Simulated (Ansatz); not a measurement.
PBE exchange is replaced step by step with exact exchange (0 % is PBE, 25 % PBE0; no dispersion term), basis def2-SVP, Ansatz. System: Zn8H26S8. Charge 0, multiplicity 1. Geometry: PBE-D4/def2-SVP, loosely relaxed.

Geometry of the singlet:

```xyz
42

S     1.0133   -1.6429    3.3431
Zn    3.1686   -2.6487    3.0258
S     2.9339   -4.1203    1.1032
S    -1.5060    0.8961    2.8171
Zn   -0.2192   -2.6457    1.5245
S     1.0855   -1.3879   -0.0553
Zn    2.8938   -0.2822   -1.7677
S     0.4681    2.3374    0.3268
Zn   -2.3200   -0.7943    1.2715
S    -2.0257   -0.0418   -0.9727
Zn   -0.1675   -1.3613   -2.2054
S     0.9134    0.6849   -2.9251
Zn    2.5062    2.3550   -0.9870
Zn   -4.3288    0.2665   -0.1077
S    -2.8550    2.8571   -2.3282
Zn   -0.2975    3.1345   -3.7447
H     0.6336   -2.3378    4.4535
H    -0.4160    0.1455    3.2337
H     4.0786   -0.9584    1.9248
H     4.3237   -2.7307    4.0688
H     3.0997   -5.2587    1.8393
H     1.4305   -4.1691    1.1993
H    -3.7447    2.1998    1.1593
H    -0.7312    1.6237    1.8686
H     0.1692   -4.2093    1.2934
H     0.7388   -0.1081    0.2963
H     3.7463   -1.3980   -2.4429
H    -0.1557    3.2425   -0.5091
H     3.4709   -1.0023    1.4387
H    -4.0317   -0.5470    1.3768
H    -1.8856   -2.3343    1.6917
H    -1.2233    1.0047   -0.5101
H    -0.6499   -2.6553   -2.9253
H     0.4863    1.2753   -1.7468
H     3.1924    0.8536   -0.5529
H     3.1220    3.6018   -1.6821
H    -3.6174    2.4561    0.4358
H    -5.5698    0.6876   -0.9327
H    -3.2303    4.0798   -2.8086
H    -3.9482    2.2400   -2.8680
H    -0.5980    2.8581   -5.2570
H     0.0468    3.8342   -2.3627
```

Single mean-field runs in def2-SVP are fitted with def2-universal-jkfit. The geometry of the charge 0 singlet is only loosely relaxed. In the singlet geometry the species has come apart into loosely held pieces. In the singlet, H23 and H37 lie 0.78 Å apart, H19 and H29 lie 0.78 Å apart, H22 and H25 lie 1.27 Å apart (atoms count from 1), so H2 has formed as a molecule.

```json
{"exact exchange (%)": "5", "HOMO (eV)": "-5.96", "LUMO (eV)": "-1.72", "gap (eV)": "4.24"}
{"exact exchange (%)": "10", "HOMO (eV)": "-6.19", "LUMO (eV)": "-1.56", "gap (eV)": "4.64"}
{"exact exchange (%)": "15", "HOMO (eV)": "-6.42", "LUMO (eV)": "-1.39", "gap (eV)": "5.03"}
{"exact exchange (%)": "25", "HOMO (eV)": "-6.89", "LUMO (eV)": "-1.06", "gap (eV)": "5.83"}
{"exact exchange (%)": "35", "HOMO (eV)": "-7.37", "LUMO (eV)": "-0.72", "gap (eV)": "6.65"}
{"exact exchange (%)": "50", "HOMO (eV)": "-8.10", "LUMO (eV)": "-0.21", "gap (eV)": "7.88"}
```

Task: Fit a straight line to the column «gap (eV)» against the share of exact exchange and predict its value at 0 %.

Result: With x = exact exchange (%) and y = gap (eV): mean x = 23.33, mean y = 5.712; Σ(x − x̄)(y − ȳ) = 115.9, Σ(x − x̄)² = 1433; slope b = 0.08088, intercept a = ȳ − b·x̄ = 3.825. The residuals of the fitted rows reach 0.02. At x = 0 the line gives 3.825 + (0.08088 × 0) = 3.83; the run gave 3.85, 0.02 more than the line.
